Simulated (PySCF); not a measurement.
# Hg: excitation energy

Hg [Xe] 4f14 5d10 6s2 (1S) → Hg [Xe] 4f14 5d9 6s2 7s1 (3D), as a difference of total energies. Calculation: PySCF 2.14, in aug-cc-pVDZ-PP with ECP60MDF; a scalar-relativistic core potential. Correlated levels: valence: 5s2 5p6 frozen. The calculations carry no spin-orbit coupling.

```tsv
method	excitation energy (eV)
UHF	11.540
MP2 (valence)	13.114
SCS-MP2 (valence)	12.979
CCSD (valence)	12.827
CCSD(T) (valence)	12.836
```

Q: How much does correlation contribute at CCSD(T) (valence)?

A: 12.836 − (11.540) = 1.296 eV, measured against UHF.

The upper state lies above the first ionisation limit, where it may autoionise and the basis confines it. A Rydberg-like electron needs more diffuse functions than a valence basis has.

The promoted electron is Rydberg-like, and one or two diffuse shells describe it only roughly, which tends to raise the upper state.
